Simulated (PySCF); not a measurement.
Choosing a molecule for a target property.

Each SMILES stands for a single optimised conformer of the isolated species, non-relativistic unless stated. Electronic properties by PySCF.

Dipoles, sizes and rotational constants follow the conformer. The torsions of the flexible species, by atom-mapped SMILES:
- `[F:1][C@H:2]1[CH2:3][C@H:4]([Si@@H:5]([SiH3:6])[S:7][SiH3:8])[CH2:9]1`: C3–C4–Si5–Si6 -160°, C4–Si5–S7–Si8 175°
- `[CH2:1]=[C:2]([CH:3]=[O:4])[Si@H:5]([SiH3:6])[SiH2:7][CH3:8]`: C1–C2–C3–O4 179°, C1–C2–Si5–Si6 -120°, C2–Si5–Si7–C8 103°
- `[CH3:1][CH2:2][C@@:3]1([C:4](=[O:5])[Cl:6])[CH2:7][C@@H:8]1[O:9][CH3:10]`: C1–C2–C3–C4 -70°, C2–C3–C4–O5 161°, C7–C8–O9–C10 -152°
- `[CH3:1][C:2](=[O:3])[NH:4][CH:5]=[C:6]1[CH2:7][CH:8]([CH3:9])[CH2:10]1`: C1–C2–N4–C5 -179°, C2–N4–C5–C6 179°
- `[CH3:1][CH2:2][CH:3]([CH2:4][CH3:5])[S:6][S:7][CH3:8]`: C1–C2–C3–C4 -174°, C2–C3–C4–C5 174°, C2–C3–S6–S7 61°, C3–S6–S7–C8 102°
- `[CH2:1]=[C:2](/[CH:3]=[N:4]/[C:5]([CH3:6])=[O:7])[CH:8]([CH3:9])[CH3:10]`: C1–C2–C3–N4 179°, C3–N4–C5–C6 111°, C1–C2–C8–C9 99°
- `[CH:1]#[C:2][CH2:3][n:4]1[n:5][n:6][cH:7][c:8]1[CH3:9]`: C2–C3–N4–N5 113°

Question: Wanted: HOMO–LUMO gap below 6.6 eV (PBE0/pcSseg-1) and HOMO energy above -7 eV (PBE0/pcSseg-1), at GFN2-xTB geometries. Which candidate meets both?
A. `F[C@H]1C[C@H]([Si@@H]([SiH3])S[SiH3])C1`
B. `CC(NC=C1CC(C1)C)=O`
C. `CC[C@@]1(C(=O)Cl)C[C@@H]1OC`
D. `C=C(C=O)[Si@H]([SiH3])[SiH2]C`

Answer: B. Computed values:
```
                                species  HOMO–LUMO gap  HOMO energy
          C=C(C=O)[Si@H]([SiH3])[SiH2]C        5.60 eV     -7.76 eV
                     CC(NC=C1CC(C1)C)=O        6.10 eV     -6.13 eV
F[C@H]1C[C@H]([Si@@H]([SiH3])S[SiH3])C1        6.52 eV     -7.27 eV
            CC[C@@]1(C(=O)Cl)C[C@@H]1OC        6.67 eV     -7.60 eV
```

Question: Wanted: dipole moment above 3.8 D (PBE0/pcSseg-1) and smallest rotational constant above 0.7 GHz (GFN2-xTB), at GFN2-xTB geometries. Which candidate meets both?
A. `C=C(/C=N/C(C)=O)C(C)C`
B. `C#CCn1nncc1C`
C. `CC[C@@]1(C(=O)Cl)C[C@@H]1OC`
D. `CCC(CC)SSC`
E. `F[C@H]1C[C@H]([Si@@H]([SiH3])S[SiH3])C1`

Answer: B. Computed values:
```
                                species  dipole moment  smallest rotational constant
                             CCC(CC)SSC         2.03 D                     0.811 GHz
F[C@H]1C[C@H]([Si@@H]([SiH3])S[SiH3])C1         2.69 D                     0.393 GHz
            CC[C@@]1(C(=O)Cl)C[C@@H]1OC         3.69 D                     0.750 GHz
                  C=C(/C=N/C(C)=O)C(C)C         3.84 D                     0.632 GHz
                           C#CCn1nncc1C         4.96 D                     1.077 GHz
```
